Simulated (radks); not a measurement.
Species: Ce XXXI. Configuration: [Ar] 3d10.

Method: scalar-relativistic Kohn-Sham, PBE, spin-unpolarised, spherical densities, point nucleus; computed with a radial shooting solver on a logarithmic mesh with Libxc functionals.

Energy parts (hartree):
total: -8384.8960
kinetic: 8910.8705
electron-nucleus: -19119.6882
Hartree: 1996.7068
exchange-correlation: -172.7851

Orbitals (lengths in bohr, moments of r in powers of bohr; r(max) is where P^2 peaks):
[
 {"orbital": "1s", "occ.": "2", "eigenvalue (hartree)": "-1520.013", "r(max)": "0.01574"},
 {"orbital": "2s", "occ.": "2", "eigenvalue (hartree)": "-275.8645", "r(max)": "0.08895"},
 {"orbital": "2p", "occ.": "6", "eigenvalue (hartree)": "-251.3013", "r(max)": "0.07156"},
 {"orbital": "3s", "occ.": "2", "eigenvalue (hartree)": "-87.50357", "r(max)": "0.2521"},
 {"orbital": "3p", "occ.": "6", "eigenvalue (hartree)": "-79.66387", "r(max)": "0.2461"},
 {"orbital": "3d", "occ.": "10", "eigenvalue (hartree)": "-68.81033", "r(max)": "0.2012"},
 {"orbital": "4s", "occ.": "0", "eigenvalue (hartree)": "-41.45536", "r(max)": "0.5457"},
 {"orbital": "4p", "occ.": "0", "eigenvalue (hartree)": "-38.49902", "r(max)": "0.5569"}
]

The highest occupied level is 3d at -1872.4 eV. The density falls to 0.001 e/bohr^3 at r = 0.88 bohr. For comparison, the ionisation energy in NIST's Atomic Spectra Database is 1908 eV (theoretical). In exact Kohn-Sham theory the highest level is minus the ionisation energy, but local and semilocal functionals leave it too shallow, through self-interaction and a potential that decays too fast; potentials with the right tail come closer.
